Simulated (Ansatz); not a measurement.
SiO4H4 (the lowest singlet isomer of a short search), 9 atoms. Hardware: 4 threads of INTEL XEON PLATINUM 8581C on a shared host.

Correlated methods freeze 9 core orbitals.

**Question.** How many basis functions does each of these Ansatz runs have, and roughly what does it cost? PBE0-D4/def2-SVP, charge 1 doublet at the geometry of the charge 0 singlet, energy with a search over starts; CCSD(T)/def2-TZVPP, charge 0 singlet, energy, from earlier orbitals; PBE-D4/def2-SVP, charge 0 singlet, energy, from earlier orbitals; PBE-D4/def2-TZVPD, charge -1 doublet at the geometry of the charge 0 singlet, energy, from earlier orbitals; PBE-QIDH/def2-TZVP, charge 0 singlet, energy, from earlier orbitals; LDA (SPW92)/def2-TZVP, charge 0 singlet, energy, from earlier orbitals; PBE-D4/def2-TZVP, charge 0 singlet, energy, from earlier orbitals; HF/6-31G, charge 0 singlet, energy; PBE0-D4/def2-TZVP, charge 0 triplet at the geometry of the charge 0 singlet, energy; r2SCAN-D4/def2-SVP, charge 0 singlet, frequencies; MP2/def2-TZVP, charge 0 singlet, energy, from earlier orbitals; r2SCAN-D4/def2-TZVP, charge 0 singlet, energy, from earlier orbitals.

**Answer.** Other jobs shared the machine, so times can vary by a factor of up to 3. A dash marks memory too small to be measured apart from the calling script's.

```json
{"run": "HF/6-31G, charge 0 singlet, energy", "functions": "57", "fitting or Cholesky vectors": "571", "wall time": "0.2 s", "peak host memory (GiB)": "–"}
{"run": "PBE-D4/def2-SVP, charge 0 singlet, energy, from earlier orbitals", "functions": "94", "fitting or Cholesky vectors": "1000", "wall time": "0.45 s", "peak host memory (GiB)": "–"}
{"run": "LDA (SPW92)/def2-TZVP, charge 0 singlet, energy, from earlier orbitals", "functions": "185", "fitting or Cholesky vectors": "1032", "wall time": "0.6 s", "peak host memory (GiB)": "–"}
{"run": "PBE-D4/def2-TZVP, charge 0 singlet, energy, from earlier orbitals", "functions": "185", "fitting or Cholesky vectors": "1032", "wall time": "0.8 s", "peak host memory (GiB)": "–"}
{"run": "r2SCAN-D4/def2-TZVP, charge 0 singlet, energy, from earlier orbitals", "functions": "185", "fitting or Cholesky vectors": "1032", "wall time": "1.4 s", "peak host memory (GiB)": "–"}
{"run": "PBE0-D4/def2-SVP, charge 1 doublet at the geometry of the charge 0 singlet, energy with a search over starts", "functions": "94", "fitting or Cholesky vectors": "886", "wall time": "1.5 s", "peak host memory (GiB)": "–"}
{"run": "MP2/def2-TZVP, charge 0 singlet, energy, from earlier orbitals", "functions": "185", "fitting or Cholesky vectors": "1234", "wall time": "1.6 s", "peak host memory (GiB)": "–"}
{"run": "PBE0-D4/def2-TZVP, charge 0 triplet at the geometry of the charge 0 singlet, energy", "functions": "185", "fitting or Cholesky vectors": "1048", "wall time": "2.1 s", "peak host memory (GiB)": "–"}
{"run": "PBE-QIDH/def2-TZVP, charge 0 singlet, energy, from earlier orbitals", "functions": "185", "fitting or Cholesky vectors": "1234", "wall time": "2.2 s", "peak host memory (GiB)": "–"}
{"run": "PBE-D4/def2-TZVPD, charge -1 doublet at the geometry of the charge 0 singlet, energy, from earlier orbitals", "functions": "239", "fitting or Cholesky vectors": "1215", "wall time": "2.8 s", "peak host memory (GiB)": "–"}
{"run": "r2SCAN-D4/def2-SVP, charge 0 singlet, frequencies", "functions": "94", "fitting or Cholesky vectors": "1000", "wall time": "27 s", "peak host memory (GiB)": "–"}
{"run": "CCSD(T)/def2-TZVPP, charge 0 singlet, energy, from earlier orbitals", "functions": "222", "fitting or Cholesky vectors": "1370", "wall time": "1.7 min", "peak host memory (GiB)": "1.9"}
```
